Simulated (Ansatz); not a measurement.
Zr4O8⁻, relaxed as a doublet with UKS PBE-D4/def2-SVP in Ansatz, starting from the GFN1-xTB geometry. Force threshold 0.03 eV/Å.

In the def2 sets Zr takes a core potential; there is no spin–orbit coupling. Another isomer (doublet) lies 1.87 eV lower at PBE0-D4/def2-SVP; other spin states weren't run for this one.

Start:

```xyz
12

Zr    2.873    1.746   -1.369
Zr   -1.669   -2.091   -0.362
Zr    0.731    0.154   -0.068
Zr   -1.931    0.130    1.871
O     0.960    1.612   -1.452
O    -3.116    1.182    2.673
O     0.176   -1.593   -0.612
O     4.159    2.678   -2.161
O    -2.606   -3.048   -1.528
O    -2.235   -1.724    1.444
O     2.732    0.373   -0.050
O    -0.074    0.580    1.614
```

Estimate the energy that the relaxation releases and the steps that it takes.

168.1 kJ/mol, in 18 steps; 7 min on 4 threads of Intel Xeon on a shared host. No frequencies were taken in this run, so the end may be a saddle point.

Does the start keep its bonding and symmetry?

By distances, no bond broke or formed. The bond that changes most is Zr4–O12, from 1.93 to 2.03 Å (atoms count from 1).

Predict the relaxed structure.


```xyz
12

Zr    3.1669    2.0297   -0.9578
Zr   -1.8861   -2.0371   -0.6974
Zr    0.6598    0.5087   -0.2775
Zr   -2.2775    0.3002    1.8251
O     1.2339    2.0232   -1.4530
O    -2.6612    0.5295    3.5612
O    -0.1651   -1.0735   -1.1225
O     4.2041    1.5230   -2.3244
O    -1.9280   -3.7874   -1.0798
O    -2.4534   -1.5709    1.1587
O     2.6181    0.4871    0.1702
O    -0.5115    1.0675    1.1972
```
Bond lengths (bridged metal pairs left out): 13 × O–Zr 1.79 to 2.03 Å.
